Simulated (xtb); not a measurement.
xtb input (GFN2-xTB):

```bash
xtb mol.xyz --gfn 2 --sp --chrg 0 --uhf 0
```
mol.xyz:
```
9

I     -1.35865090    -1.53912754    -0.49360385
C      0.10692677    -0.10240260    -0.04055991
C      1.50068048    -0.38369612    -0.19500758
C      2.31257953     0.64976902     0.14035536
Se     1.34272697     2.14392526     0.70907244
C     -0.20634239     1.13583284     0.41156013
H      1.86690870    -1.33666074    -0.54786098
H      3.38939378     0.67261792     0.10634825
H     -1.18358832     1.54732459     0.59596549
```

End of the output:

```
         :::::::::::::::::::::::::::::::::::::::::::::::::::::
         ::                     SUMMARY                     ::
         :::::::::::::::::::::::::::::::::::::::::::::::::::::
         :: total energy             -17.041859118912 Eh    ::
         :: gradient norm              0.015695044370 Eh/a0 ::
         :: HOMO-LUMO gap              3.372610253495 eV    ::
         ::.................................................::
         :: SCC energy               -17.233077323418 Eh    ::
         :: -> isotropic ES            0.002710439883 Eh    ::
         :: -> anisotropic ES          0.000064171298 Eh    ::
         :: -> anisotropic XC          0.006689985897 Eh    ::
         :: -> dispersion             -0.009304758609 Eh    ::
         :: repulsion energy           0.191218204505 Eh    ::
         :: add. restraining           0.000000000000 Eh    ::
         :: total charge              -0.000000000000 e     ::
         :::::::::::::::::::::::::::::::::::::::::::::::::::::

           -------------------------------------------------
          |                Property Printout                |
           -------------------------------------------------

    * Orbital Energies and Occupations

         #    Occupation            Energy/Eh            Energy/eV
      -------------------------------------------------------------
         1        2.0000           -0.7701478             -20.9568
       ...           ...                  ...                  ...
         4        2.0000           -0.6305306             -17.1576
         5        2.0000           -0.5897167             -16.0470
         6        2.0000           -0.5585026             -15.1976
         7        2.0000           -0.5416769             -14.7398
         8        2.0000           -0.4988601             -13.5747
         9        2.0000           -0.4947356             -13.4624
        10        2.0000           -0.4903204             -13.3423
        11        2.0000           -0.4670555             -12.7092
        12        2.0000           -0.4540954             -12.3566
        13        2.0000           -0.4320057             -11.7555
        14        2.0000           -0.4129554             -11.2371
        15        2.0000           -0.4109992             -11.1839
        16        2.0000           -0.3949200             -10.7463 (HOMO)
        17                         -0.2709789              -7.3737 (LUMO)
        18                         -0.2472381              -6.7277
        19                         -0.2068259              -5.6280
        20                         -0.1984486              -5.4001
        21                         -0.1235289              -3.3614
        22                          0.0190123               0.5173
        23                          0.0190370               0.5180
        24                          0.0352614               0.9595
        25                          0.0478294               1.3015
        26                          0.0585950               1.5945
        27                          0.0724558               1.9716
       ...                                ...                  ...
        37                          0.7491807              20.3862
      -------------------------------------------------------------
                  HL-Gap            0.1239411 Eh            3.3726 eV
             Fermi-level           -0.3329494 Eh           -9.0600 eV

     #   Z          covCN         q      C6AA      α(0)
     1  53 I        1.180    -0.123   381.033    33.697
     2   6 C        3.141     0.051    26.630     8.444
     3   6 C        3.171    -0.042    28.637     8.742
     4   6 C        2.919    -0.034    28.857     8.809
     5  34 Se       2.304     0.009   235.438    26.736
     6   6 C        3.037    -0.043    29.026     8.837
     7   1 H        0.926     0.056     2.249     2.345
     8   1 H        0.926     0.061     2.186     2.312
     9   1 H        0.926     0.065     2.140     2.288

 Mol. C6AA /au·bohr⁶  :       3662.707690
 Mol. C8AA /au·bohr⁸  :     198911.574772
 Mol. α(0) /au        :        102.209697

Wiberg/Mayer (AO) data.
largest (>0.10) Wiberg bond orders for each atom

 ---------------------------------------------------------------------------
     #   Z sym  total        # sym  WBO       # sym  WBO       # sym  WBO
 ---------------------------------------------------------------------------
     1  53 I    1.100 --     2 C    0.967
     2   6 C    3.949 --     6 C    1.627     3 C    1.228     1 I    0.967
                             5 Se   0.100
     3   6 C    3.987 --     4 C    1.653     2 C    1.228     7 H    0.962
                             5 Se   0.105
     4   6 C    3.964 --     3 C    1.653     5 Se   1.215     8 H    0.956
                             6 C    0.107
     5  34 Se   2.746 --     4 C    1.215     6 C    1.205     3 C    0.105
                             2 C    0.100
     6   6 C    3.960 --     2 C    1.627     5 Se   1.205     9 H    0.957
                             4 C    0.107
     7   1 H    0.997 --     3 C    0.962
     8   1 H    0.996 --     4 C    0.956
     9   1 H    0.996 --     6 C    0.957
 ---------------------------------------------------------------------------

Topologies differ in total number of bonds
Writing topology from bond orders to xtbtopo.mol

molecular dipole:
                 x           y           z       tot (Debye)
 q only:        0.538       0.406       0.123
   full:        0.871       0.623       0.187       2.763
molecular quadrupole (traceless):
                xx          xy          yy          xz          yz          zz
 q only:        1.845      -1.972      -1.050      -0.805      -0.003      -0.795
  q+dip:        3.201      -6.684      -3.032      -2.499      -0.825      -0.168
   full:        3.140      -5.410      -3.085      -2.037      -0.957      -0.055

           -------------------------------------------------
          | TOTAL ENERGY              -17.041859118912 Eh   |
          | GRADIENT NORM               0.015695044370 Eh/α |
          | HOMO-LUMO GAP               3.372610253495 eV   |
Note: The following floating-point exceptions are signalling: IEEE_UNDERFLOW_FLAG IEEE_DENORMAL
normal termination of xtb
           -------------------------------------------------

------------------------------------------------------------------------
------------------------------------------------------------------------
 total:
 SCF:
```
